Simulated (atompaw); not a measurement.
**Before and after: PAW (atompaw) potential for niobium**

atompaw 4.2.0.5 input, output lines left out:

```
Nb 41
LDA-PW scalarrelativistic loggrid 1500 logderivrange -9 5 351
5 5 4 0 0 0
5 0 0
5 1 0
4 2 2
0 0 0
c
c
c
v
v
c
c
v
v
c
v
2
2.65 2.55 1.90 2.25
n
n
y
-0.8
n
custom polynom vanderbiltortho besselshape
3 0 troulliermartins
1.25
2.65
1.65
1.75
2.65
2.65
```

All-electron outer shells of the reference configuration (LDA (PW92), scalar-relativistic, ld1.x):

```tsv
shell	level (eV)	outermost node (bohr)	outermost maximum (bohr)
3d	-228.05	–	0.33
4s	-89.03	0.53	1.02
4p	-64.75	0.54	1.12
4d	-30.79	0.55	1.40
5s	-25.73	1.36	2.55
5p	-19.89	1.52	2.93
```

Change: wave 4s (bound): rc 1.25 bohr becomes 4s (bound): rc 1.84 bohr.

Cutoffs: the cutoffs (Ry, on a coarse ladder) from which the occupation-weighted sum of valence levels, in a spherical-Bessel basis at the reference potential, stays within 10 and 1 mRy of its value at 400 Ry; they do not see the model core or the augmentation charge, which bear on the density cutoff.

What does the change do?

The potential gets softer (40 Ry and 70 Ry → 25 Ry and 45 Ry); neither file shows a bound ghost.

```tsv
quantity	base	changed
cutoff, loose	40 Ry	25 Ry
cutoff, tight	70 Ry	45 Ry
loose cutoff by channel (10 mRy a level)	s 35 Ry, p 21 Ry, d 12 Ry	s 12 Ry, p 21 Ry, d 12 Ry
bound ghosts	none	none
s: phases at 2.66 bohr within 0.05 rad from the reference energy up to (Ry; the scan ends near 5)	-0.3	-0.0
p: phases at 2.66 bohr within 0.05 rad from the reference energy up to (Ry; the scan ends near 5)	to the end of the scan	to the end of the scan
d: phases at 2.66 bohr within 0.05 rad from the reference energy up to (Ry; the scan ends near 5)	to the end of the scan	to the end of the scan
lowest overlap eigenvalue by channel	s 0.49, p 0.74, d 0.89	s 0.44, p 0.74, d 0.89
```

 The cutoffs see the waves, projectors and local potential, not the compensation charge or the core.
